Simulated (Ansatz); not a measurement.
TiCl (charge +1): shapes and states compared

Calculated in Ansatz's Gaussian-basis code. Basis cc-pwCVTZ-DK on Ti, cc-pVTZ-DK on Cl, scalar X2C without spin–orbit coupling, 10 orbitals frozen in the corrections; active space CAS(10,10). Restricted Hartree–Fock, then the lowest state-specific CASSCF solution met for each case. Coupled cluster stands on the determinant that it favours, not always the lowest RHF. On stretched bonds single-reference methods can fail or change state. Solutions in different active orbitals can move differences by tenths of an eV and at times more than 1 eV.

Case A, triplet: bond length 2.2650 Å.

Case B, quintet: the shape of A.

Energy less that of case A, in eV:

| case | RHF/ROHF | CASSCF | CCSD(T) |
| --- | --- | --- | --- |
| B | +3.216 | +3.847 | +3.663 |

(1) What does SC-NEVPT2 give for these differences?

(2) Which case is lowest, and do the methods agree?

Results:

(1) B: +3.683 eV (84.9 kcal/mol).

(2) A is lowest in SC-NEVPT2. Of the methods shown, RHF/ROHF, CASSCF, CCSD(T) agree.
